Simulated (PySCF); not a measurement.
**input.py for IBr**

The script input.py:

```python
from pyscf import gto, dft

mol = gto.M(
    atom='I 0 0 0; Br 0 0 2.425',
    basis='sbkjc',
    ecp={'I': 'sbkjc', 'Br': 'sbkjc'},
    charge=0,
    spin=0,
    verbose=4,
)
mf = dft.RKS(mol, xc='r2scan')
mf.kernel()
mf.dip_moment()
print('orbital energies (hartree):', mf.mo_energy[..., max(0, mol.nelec[1]-3):mol.nelec[0]+3].round(4))
```

```bash
$ OMP_NUM_THREADS=1 python input.py
```

Output (some set-up lines and the per-cycle HOMO/LUMO lines with their warnings removed):

```
PySCF version 2.14.0

[INPUT] verbose = 4
[INPUT] num. atoms = 2
[INPUT] num. electrons = 14
[INPUT] charge = 0
[INPUT] spin (= nelec alpha-beta = 2S) = 0
[INPUT] symmetry False subgroup None
[INPUT] Mole.unit = angstrom
[INPUT] Symbol           X                Y                Z      unit          X                Y                Z       unit  Magmom
[INPUT]  1 I      0.000000000000   0.000000000000   0.000000000000 AA    0.000000000000   0.000000000000   0.000000000000 Bohr   0.0
[INPUT]  2 Br     0.000000000000   0.000000000000   2.425000000000 AA    0.000000000000   0.000000000000   4.582585852070 Bohr   0.0

nuclear repulsion = 10.6926529216825
number of shells = 8
number of NR pGTOs = 40
number of NR cGTOs = 16
basis = sbkjc
ecp = {'I': 'sbkjc', 'Br': 'sbkjc'}

******** <class 'pyscf.dft.rks.RKS'> ********
method = RKS
initial guess = minao
damping factor = 0
level_shift factor = 0
DIIS = <class 'pyscf.scf.diis.CDIIS'>
diis_start_cycle = 1
diis_space = 8
diis_damp = 0
SCF conv_tol = 1e-09
SCF conv_tol_grad = None
SCF max_cycles = 50
direct_scf = True
direct_scf_tol = 1e-13
XC library pyscf.dft.libxc version 7.0.0
    S. Lehtola, C. Steigemann, M. J.T. Oliveira, and M. A.L. Marques.,  SoftwareX 7, 1–5 (2018)
XC functionals = r2scan
    J. W. Furness, A. D. Kaplan, J. Ning, J. P. Perdew, and J. Sun.,  J. Phys. Chem. Lett. 11, 8208-8215 (2020)
    J. W. Furness, A. D. Kaplan, J. Ning, J. P. Perdew, and J. Sun.,  J. Phys. Chem. Lett. 11, 9248-9248 (2020)
    J. W. Furness, A. D. Kaplan, J. Ning, J. P. Perdew, and J. Sun.,  J. Phys. Chem. Lett. 11, 8208-8215 (2020)
    J. W. Furness, A. D. Kaplan, J. Ning, J. P. Perdew, and J. Sun.,  J. Phys. Chem. Lett. 11, 9248-9248 (2020)
radial grids:
    Treutler-Ahlrichs [JCP 102, 346 (1995); DOI:10.1063/1.469408] (M4) radial grids

becke partition: Becke, JCP 88, 2547 (1988); DOI:10.1063/1.454033
pruning grids: <function nwchem_prune>
grids dens level: 3
symmetrized grids: False
atomic radii adjust function: <function treutler_atomic_radii_adjust>
small_rho_cutoff = 0
Set gradient conv threshold to 3.16228e-05
Initial guess from minao.
tot grids = 42384
init E= -24.4768718942948
cycle= 1 E= -24.768432357012  delta_E= -0.292  |g|= 0.297  |ddm|= 2.93
cycle= 2 E= -24.7863108113154  delta_E= -0.0179  |g|= 0.214  |ddm|= 1.05
cycle= 3 E= -24.8037204723252  delta_E= -0.0174  |g|= 0.108  |ddm|= 0.573
cycle= 4 E= -24.8106191274491  delta_E= -0.0069  |g|= 0.00346  |ddm|= 0.215
cycle= 5 E= -24.8106258813506  delta_E= -6.75e-06  |g|= 0.000529  |ddm|= 0.00762
cycle= 6 E= -24.8106260715206  delta_E= -1.9e-07  |g|= 2.01e-05  |ddm|= 0.00129
cycle= 7 E= -24.8106260717543  delta_E= -2.34e-10  |g|= 1.87e-06  |ddm|= 5.3e-05
Extra cycle  E= -24.8106260717536  delta_E= 6.96e-13  |g|= 2.27e-06  |ddm|= 8.65e-06
converged SCF energy = -24.8106260717536
Dipole moment(X, Y, Z, Debye):  0.00000, -0.00000, -0.78828
orbital energies (hartree): [-0.3323 -0.2528 -0.2528 -0.1667  0.2061  0.2252]
```

In short: E(SCF) = -24.810626 Eh, 7 cycles, μz(SCF) = -0.79 D.

Hardware: Intel Xeon Platinum 8488C, 1 thread, shared host. Wall time 2.1 s.

Stability towards an unrestricted solution was not tested. The bond length is a typed value, not an optimised one.
